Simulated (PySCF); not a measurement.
PySCF 2.14 output of an unrestricted M06-2X calculation on a single atom or ion in x2c-SVPall, with scalar relativity by spin-free X2C-1e:

```
SCF conv_tol = 1e-09
number electrons alpha = 7  beta = 6
    Y. Zhao and D. G. Truhlar.,  Theor. Chem. Acc. 120, 215 (2008)
    Y. Zhao and D. G. Truhlar.,  Theor. Chem. Acc. 120, 215 (2008)
cycle= 1 E= -289.568813361467  delta_E= -0.00194  |g|= 0.00624  |ddm|= 0.106
cycle= 2 E= -289.568865728965  delta_E= -5.24e-05  |g|= 0.00169  |ddm|= 0.0156
cycle= 3 E= -289.568869950964  delta_E= -4.22e-06  |g|= 0.000138  |ddm|= 0.00517
cycle= 4 E= -289.56886997378  delta_E= -2.28e-08  |g|= 1.52e-05  |ddm|= 0.000304
cycle= 5 E= -289.568869974054  delta_E= -2.74e-10  |g|= 8.4e-07  |ddm|= 6.55e-05
converged SCF energy = -289.568869974054  <S^2> = 0.75196418  2S+1 = 2.0019632
```

The run itself started from symmetry-adapted Hartree-Fock orbitals and held the occupation by maximum overlap, on a logarithmic radial grid, so the iterations belong to that start.

**Question.** Which element, charge and spin multiplicity is this?

**Answer.** Si⁺ (silicon, charge +1), multiplicity 2; the state was [Ne] 3s2 3p1, 2P determinant.
